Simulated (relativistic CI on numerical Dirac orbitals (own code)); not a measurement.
**Sc²⁺ in a cubic cluster: 2p photoemission with charge transfer**

Computed with a charge-transfer multiplet model of a cubic metal-ligand cluster with up to 2 ligand holes, Slater and spin-orbit integrals from Dirac-Coulomb-Breit ions, Slater integrals scaled by 0.8. The ground state mixes d1 with configurations of k ligand holes L, whose averages lie at kΔ + k(k − 1)U_dd/2; a core hole lowers each added d electron by U_cd. 300 K, Lorentzian 0.6 eV and Gaussian 0.8 eV FWHM.

Atomic integrals in eV (Slater integrals scaled, ζ unscaled), ground: F2dd 4.710, F4dd 2.885, zeta_d 0.008; with the core hole: F2dd 4.710, F4dd 2.885, zeta_d 0.020, zeta_core 3.005, F2cd 4.113, G1cd 2.955, G3cd 1.675. Where a configuration has fewer than two d electrons, the dd integrals are those of d2.

Cluster parameters (eV): Δ = 6, U_dd = 4.6, U_cd = 5.8, 10Dq(ligand) = 0.2, V(eg) = 2.5, V(t2g) = -1.22, final-state hopping factor = 1.

```csv
Case,n_d,d1,d2L,d3L2,S
10Dq = 1 eV,1.42,0.62,0.34,0.04,0.50
10Dq = 1.3 eV,1.41,0.63,0.33,0.04,0.50
10Dq = 1.9 eV,1.41,0.63,0.33,0.04,0.50
```

Weights, n_d and S are thermal averages at 300 K. Binding energies count from the first peak over 30 % of the highest in each spectrum, which can be another peak from case to case. The parameters are a model scan and need not match a compound or its usual spin state. Peaks in eV (height, largest 100):
- 10Dq = 1 eV: 0.0 (100), 4.6 (44), 9.9 (15), 14.6 (8)
- 10Dq = 1.3 eV: 0.0 (100), 4.5 (44), 9.8 (14), 14.6 (7)
- 10Dq = 1.9 eV: 0.0 (100), 4.7 (44), 10.0 (14), 14.7 (7)

For the case 10Dq = 1 eV, Δ = 6 eV is larger than U_dd = 4.6 eV, the Mott-Hubbard side of the Zaanen-Sawatzky-Allen scheme. With the core hole the average of the configuration with one ligand hole lies at Δ − U_cd = 0.2 eV before mixing: the effective hopping of about 5.5 eV (from the holes of the mixed ground state) is comparable with this gap or larger, so the configurations mix strongly.
